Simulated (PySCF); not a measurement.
C₂H₆OSi₂, SMILES C#C[SiH2][SiH2]O. Atoms are numbered in the order given.

```xyz
11

C      0.5513     2.6120     0.3525
C      0.8341     1.4360     0.4760
Si     1.1190    -0.3905     0.5891
Si    -0.9219    -1.2097    -0.2112
O     -1.4044    -0.1244    -1.3883
H      0.3213     3.6604     0.2559
H      1.4321    -0.7553     1.9998
H      2.2773    -0.7429    -0.2801
H     -0.8181    -2.5516    -0.8438
H     -1.8901    -1.2932     0.9245
H     -1.1591     0.7925    -1.2120
```
Charge 0, spin multiplicity 1.

The structure is a stationary point at ωB97X-D3(BJ)/def2-SVP. This is a generated structure with no PubChem entry under its InChIKey; it may be hypothetical. Other conformers were not sampled.

The numbers are results of KT2/pcSseg-1 in PySCF, not measurements.

GIAO shieldings, no solvent; atoms listed in one row are averaged. δ = σ(ref) − σ: ¹³C against TMS (σ = 185.1 ppm); ²⁹Si against TMS (σ = 361.9 ppm); ¹⁷O against H2O (σ = 330.4 ppm); ¹H against TMS (σ = 31.47 ppm), references at their B3LYP-D3(BJ)/def2-TZVP geometries, non-relativistic.

| nucleus | atoms | count | δ (ppm) |
|---|---|---|---|
| ¹³C | C1 | 1 | 100.0 |
| ¹³C | C2 | 1 | 73.5 |
| ²⁹Si | Si4 | 1 | -28.7 |
| ²⁹Si | Si3 | 1 | -96.1 |
| ¹⁷O | O5 | 1 | 1.6 |
| ¹H | H10 | 1 | 5.66 |
| ¹H | H9 | 1 | 5.48 |
| ¹H | H8 | 1 | 4.57 |
| ¹H | H7 | 1 | 4.48 |
| ¹H | H6 | 1 | 3.03 |
| ¹H | H11 | 1 | 1.29 |
